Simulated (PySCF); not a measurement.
## Dipole moment and polarisability of `CC(C)(C)[AsH2]`

Species: C4H11As.
Structure used (PBE0-D3(BJ)/def2-SVP), in Å, numbered top down from 1:
```xyz
16
C4H11As angstrom
C     -0.1050    1.1643    0.7880
C      0.0100   -0.0887   -0.0721
C     -0.0832   -1.3401    0.7985
C     -1.0845   -0.1048   -1.1372
As     1.7681   -0.1765   -1.0367
H     -1.0773    1.1771    1.3135
H     -0.0410    2.0810    0.1820
H      0.6874    1.2077    1.5507
H      0.0173   -2.2621    0.2041
H     -1.0626   -1.3763    1.3064
H      0.6948   -1.3523    1.5783
H     -1.0248   -1.0029   -1.7719
H     -1.0293    0.7787   -1.7929
H     -2.0791   -0.0996   -0.6582
H      1.7729    1.2881   -1.4692
H      2.6211    0.1245    0.1939
```

Level: CAM-B3LYP/def2-SVPD (PySCF), static field, nuclei fixed, core orbitals frozen in the response. The polarisability tensor in these axes (au):

```
x   90.17  0.78 -5.59
y    0.78 78.32 -0.35
z   -5.59 -0.35 80.87
```

Q: Diagonalise the tensor; give its mean and Δα, where Δα² is half the sum of the squared differences of the eigenvalues.

A: Principal values 78.23, 78.28 and 92.84 au; mean 83.12 au = 12.32 Å³ = 13.70 × 10⁻⁴⁰ C²·m²/J; Δα = 14.59 au (18 % of the mean).

Q: What is the dipole moment, and where does it point?

A: (-0.85, 0.25, 0.61) D, 1.08 D in size, pointing from the negative to the positive side. Measured along this direction, the outermost atoms are As5, H15 and H16 at the negative end and H6 at the positive end.

Q: What molar refraction does this α imply?

A: Lorentz–Lorenz: R = (4π/3)N_A α = 2.5225 cm³/(mol·Å³) × 12.32 Å³ = 31.1 cm³/mol, in the limit of long wavelengths.

Q: Find the Langevin capture rate constant for O2+ (31.990 u) meeting this molecule (134.008 u), k = 2.342 × 10⁻⁹ cm³/s × √(α in Å³ / reduced mass in u).

A: The reduced mass is 25.82 u, so k = 1.62 × 10⁻⁹ cm³/s. The formula leaves out the permanent dipole, which adds to the capture rate.

Q: How large is μ²/3kT at 250 K beside α?

A: In Gaussian units μ²/3kT = 11.18 Å³ against 12.32 Å³, a ratio of 0.91; the Debye molar polarisation (4π/3)N_A(α + μ²/3kT) is 59.3 cm³/mol, leaving out the vibrational part.

Isolated species at its PBE0-D3(BJ)/def2-SVP geometry, gas phase. The calculation is non-relativistic, for arsenic too.

These values come from a run that also computed excited states and ΔSCF ions. The run took 83 s on one thread of an Arm Neoverse V1 (shared host).
